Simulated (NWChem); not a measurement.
Molecule: InF, singlet; SMILES [F][In]

Results from NWChem. Low-valent species are run as closed-shell singlets; no triplet was tried in these runs. def2 effective core potentials on In; no spin-orbit coupling. Each level has its own optimisation; frequencies are unscaled.

| level | r F–In (Å) | highest harmonic frequency (cm⁻¹) | zero-point energy (kcal/mol) |
|---|---|---|---|
| PBE/def2-SVP | 2.017 | 541 | 0.8 |
| BP86/def2-TZVP | 2.020 | ? | 0.7 |
| B3LYP/def2-TZVP | 2.011 | 515 | 0.7 |
| PBE0/def2-SVP | 1.996 | 565 | 0.8 |

### Question
Complete the blanks.

### Answer

- BP86/def2-TZVP, highest harmonic frequency (cm⁻¹): 504
